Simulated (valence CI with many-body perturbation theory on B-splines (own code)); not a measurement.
**I39+: calculated level list**

Calculated by configuration interaction combined with many-body perturbation theory (CI+MBPT): four valence electrons over a frozen Dirac-Fock core [Ne], a basis of 11 s, 11 p, 9 d, 7 f, 5 g, 2 h, 1 i functions for each j, with the one-electron correlation potential Σ1, the two-electron term Σ2, the three-electron term Σ3, Breit, model QED; selected CI, second order for the rest (own B-spline code, finite nucleus).

No measured spectrum was set against this ion. As an estimate, large intervals hold to a few tenths of a per cent, small ones and those within an open d or f shell to about a per cent.

Levels 1 to 45 of 64, with energies above the lowest level, (3s^2 3p1/2^2) J=0. "Leading %" is the weight of the configuration and term that name the level; weights of strongly mixed levels are sums over their largest components and can fall short. In the jj column 3d3/2^4 stands for four electrons in 3d with j = 3/2. Lifetimes count E1, E2, E3, M1 and M2 decay at the calculated energies, and are blank where another channel may lead or the interval is too uncertain; long ones can be off by a factor of two.

```tsv
No.	Configuration	Term	J	E (× 10³ cm⁻¹)	Leading %	Lifetime	Second component	Leading jj
1	3s2.3p2	3P	0	0.00	73		26 % 3s2.3p2 1S	3s^2 3p1/2^2 (98 %)
2	3s2.3p2	3P	1	542.17	99	478 ns		3s^2 3p1/2 3p3/2 (99 %)
3	3s2.3p2	1D	2	592.44	59	114 μs	39 % 3s2.3p2 3P	3s^2 3p1/2 3p3/2 (98 %)
4	3s2.3p2	3P	2	1170.9	59	257 ns	39 % 3s2.3p2 1D	3s^2 3p3/2^2 (98 %)
5	3s2.3p2	1S	0	1281.1	72	172 ns	26 % 3s2.3p2 3P	3s^2 3p3/2^2 (97 %)
6	3s.3p3	5S°	2	1340.0	41	124 ps	38 % 3s.3p3 3P°	3s 3p1/2^2 3p3/2 (91 %)
7	3s.3p3	3D°	1	1496.6	42	11.2 ps	20 % 3s.3p3 3P°	3s 3p1/2^2 3p3/2 (81 %)
8	3s2.3p.3d	3F°	2	1697.9	70	931 ps	22 % 3s2.3p.3d 1D°	3s^2 3p1/2 3d3/2 (96 %)
9	3s.3p3	5S°	2	1801.9	36	1.80 ns	29 % 3s.3p3 3D°	3s 3p1/2 3p3/2^2 (67 %)
10	3s.3p3	3D°	3	1870.6	42	181 ps	27 % 3s2.3p.3d 3F°	3s^2 3p1/2 3d5/2 (54 %)
11	3s2.3p.3d	3D°	1	1906.5	50	1.88 ps	18 % 3s2.3p.3d 1P°	3s^2 3p1/2 3d3/2 (79 %)
12	3s2.3p.3d	3P°	2	1996.3	29	6.69 ps	29 % 3s.3p3 3D°	3s^2 3p1/2 3d5/2 (56 %)
13	3s.3p3	3D°	3	2009.0	50	12.7 ps	41 % 3s2.3p.3d 3F°	3s 3p1/2 3p3/2^2 (50 %)
14	3s.3p3	3P°	0	2030.3	89	14.0 ps	10 % 3s2.3p.3d 3P°	3s 3p1/2 3p3/2^2 (89 %)
15	3s.3p3	3P°	1	2092.7	42	7.70 ps	23 % 3s.3p3 3D°	3s 3p1/2 3p3/2^2 (78 %)
16	3s.3p3	1D°	2	2126.9	51	4.37 ps	15 % 3s2.3p.3d 3D°	3s 3p1/2 3p3/2^2 (64 %)
17	3s.3p3	3S°	1	2177.1	39	2.48 ps	22 % 3s.3p3 1P°	3s 3p1/2 3p3/2^2 (90 %)
18	3s2.3p.3d	3P°	2	2428.4	32	199 ps	32 % 3s2.3p.3d 1D°	3s^2 3p3/2 3d5/2 (70 %)
19	3s2.3p.3d	3F°	4	2444.7	99	565 ns		3s^2 3p3/2 3d5/2 (99 %)
20	3s2.3p.3d	3D°	2	2445.3	46	1.82 ps	16 % 3s.3p3 1D°	3s^2 3p3/2 3d3/2 (75 %)
21	3s2.3p.3d	3P°	1	2447.9	48	2.22 ps	31 % 3s2.3p.3d 3D°	3s^2 3p3/2 3d3/2 (83 %)
22	3s2.3p.3d	3D°	3	2449.1	35	2.89 ps	30 % 3s2.3p.3d 3F°	3s^2 3p3/2 3d3/2 (79 %)
23	3s2.3p.3d	3P°	0	2460.2	89	2.54 ps	10 % 3s.3p3 3P°	3s^2 3p3/2 3d3/2 (89 %)
24	3s.3p2.3d	5F	1	2512.7	55	61.3 ps	27 % 3s.3p2.3d 3D	3s 3p1/2^2 3d3/2 (91 %)
25	3s.3p2.3d	5F	2	2542.1	31	65.0 ps	18 % 3s.3p2.3d 3D	3s 3p1/2^2 3d3/2 (84 %)
26	3s2.3p.3d	1F°	3	2645.4	54	4.06 ps	41 % 3s2.3p.3d 3D°	3s^2 3p3/2 3d5/2 (84 %)
27	3s2.3p.3d	1P°	1	2665.8	57	5.83 ps	22 % 3s2.3p.3d 3P°	3s^2 3p3/2 3d5/2 (82 %)
28	3s.3p2.3d	5D	3	2703.4	28	19.8 ps	24 % 3s.3p2.3d 5F	3s 3p1/2^2 3d5/2 (86 %)
29	3s.3p3	3P°	2	2727.5	35	2.91 ps	20 % 3s.3p3 1D°	3s 3p3/2^3 (66 %)
30	3s.3p2.3d	3F	2	2755.5	18	18.9 ps	14 % 3s.3p2.3d 1D	3s 3p1/2^2 3d5/2 (64 %)
31	3s.3p3	1P°	1	2862.0	40	1.81 ps	20 % 3s.3p3 3S°	3s 3p3/2^3 (79 %)
32	3s.3p2.3d	3F	2	2934.8	34	11.3 ps	20 % 3p4 3P	3s 3p1/2 3p3/2 3d3/2 (47 %)
33	3s.3p2.3d	5D	0	2963.8	58	31.4 ps	13 % 3s.3p2.3d 3P	3s 3p1/2 3p3/2 3d3/2 (77 %)
34	3s.3p2.3d	5D	1	2982.8	58	91.5 ps	18 % 3s.3p2.3d 5F	3s 3p1/2 3p3/2 3d3/2 (96 %)
35	3s.3p2.3d	5F	3	3005.4	48	61.1 ps	32 % 3s.3p2.3d 3F	3s 3p1/2 3p3/2 3d3/2 (87 %)
36	3s.3p2.3d	5F	2	3011.6	31	7.69 ps	17 % 3s.3p2.3d 5D	3s 3p1/2 3p3/2 3d3/2 (57 %)
37	3p4	1S	0	3028.1	31	7.13 ps	31 % 3s.3p2.3d 5D	3p1/2^2 3p3/2^2 (53 %)
38	3s.3p2.3d	5F	4	3070.8	58	209 ps	20 % 3s.3p2.3d 3G	3s 3p1/2 3p3/2 3d3/2 (65 %)
39	3s.3p2.3d	5D	4	3103.9	55	664 ps	27 % 3s.3p2.3d 3F	3s 3p1/2 3p3/2 3d5/2 (85 %)
40	3s.3p2.3d	3F	2	3155.7	64	7.07 ps	11 % 3s.3p2.3d 5D	3s 3p1/2 3p3/2 3d3/2 (60 %)
41	3s.3p2.3d	5P	3	3163.0	47	4.24 ps	15 % 3s.3p2.3d 3F	3s 3p1/2 3p3/2 3d3/2 (50 %)
42	3s.3p2.3d	5P	2	3200.6	42	4.11 ps	26 % 3s.3p2.3d 3P	3s 3p1/2 3p3/2 3d3/2 (58 %)
43	3s.3p2.3d	5F	5	3204.5	58	147 ps	42 % 3s.3p2.3d 3G	3s 3p1/2 3p3/2 3d5/2 (94 %)
44	3s.3p2.3d	5P	1	3211.6	38	3.07 ps	16 % 3s.3p2.3d 3P	3s 3p1/2 3p3/2 3d3/2 (84 %)
45	3s.3p2.3d	3P	2	3215.1	27	4.52 ps	23 % 3s.3p2.3d 5D	3s 3p1/2 3p3/2 3d5/2 (51 %)
```

The ionisation energy to 3s2.3p 2P°_1/2 of the next ion comes out as 2837.9 eV (NIST: 2836 ± 4 eV (theoretical)). All 64 levels together are meant to be complete up to 3646.8 × 10³ cm⁻¹.
